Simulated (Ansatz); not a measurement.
The cluster Si4H8, relaxed as a singlet with RKS r2SCAN-D4/def2-SVP in Ansatz, starting from the GFN1-xTB geometry. Force threshold 0.02 eV/Å.

The structure comes from a short search, and lower isomers may exist.

Start:

```tsv
atom	x (Å)	y (Å)	z (Å)
Si1	0.6868	1.4617	-0.3982
Si2	-0.5621	-1.5511	-0.0802
Si3	1.4018	-0.4987	0.7119
Si4	-1.5142	0.6073	-0.2625
H5	-2.5643	0.9419	-1.2315
H6	2.7430	-1.0695	0.5430
H7	-0.3829	-2.2101	-1.3823
H8	1.1643	1.4827	-1.7909
H9	-1.2121	-2.6239	0.6813
H10	-2.1730	1.0003	0.9934
H11	1.3540	-0.3521	2.1755
H12	1.0587	2.8115	0.0406
```

(1) Estimate the energy that the relaxation releases and the steps that it takes.

(2) Does the start keep its bonding and symmetry?

(3) Predict the relaxed structure.

## Answers

(1) 5.3 kcal/mol, in 4 steps; 7 s on 4 threads of Arm Neoverse V1 on a shared host. No frequencies were taken in this run, so the end may be a saddle point.

(2) By distances, no bond broke or formed. The bond that changes most is Si2–H7, from 1.47 to 1.50 Å (atoms count from 1). Point group Cs at the start, D2d at the end, both within 0.05 Å.

(3) 
```xyz
12

Si    0.690    1.435   -0.435
Si   -0.557   -1.550   -0.097
Si    1.383   -0.493    0.750
Si   -1.517    0.609   -0.220
H    -2.538    0.917   -1.268
H     2.732   -1.085    0.492
H    -0.283   -2.053   -1.482
H     1.127    1.320   -1.864
H    -1.230   -2.624    0.696
H    -2.057    0.986    1.126
H     1.216   -0.256    2.220
H     1.034    2.795    0.081
```
Bond lengths: 4 × Si–Si 2.37 Å; 8 × H–Si 1.50 Å.
